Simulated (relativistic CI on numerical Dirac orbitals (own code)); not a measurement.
# Spin-allowed bands of a d2 ion in an octahedral site, by hand

Problem. Take Δ = 23450 cm⁻¹ and B = 440 cm⁻¹ for a d2 ion in an octahedral site. Calculate the three spin-allowed bands.

Working.
1. The terms of highest spin are 3F (energy 0) and 3P (15B = 6600 cm⁻¹). Here the F term splits into A2 at +1.2Δ = 28140, T2 at +0.2Δ = 4690 and T1 at −0.6Δ = -14070 cm⁻¹.
2. The two T1 states mix through the element 0.4Δ: H = [[-14070, 9380], [9380, 6600]], with roots ½(H₁₁ + H₂₂) ∓ ½√[(H₂₂ − H₁₁)² + 4H₁₂²] = ½(-7470) ∓ ½(27914) = -17692 and 10222 cm⁻¹.
3. The ground term is 3T1 at -17692 cm⁻¹.
4. Bands: 3T2 22382 cm⁻¹ (447 nm), 3T1(P) 27914 cm⁻¹ (358 nm), 3A2 45832 cm⁻¹ (218 nm).

Check. Exact diagonalisation of the whole d2 shell with these parameters gives 3T2 22382, 3T1 27914, 3A2 45832 cm⁻¹. The match is exact, since without spin-orbit coupling no other term has this spin. The ratio of the second band to the first, 1.247, depends on Δ/B = 53.3 alone, which is how a Tanabe-Sugano diagram is read.
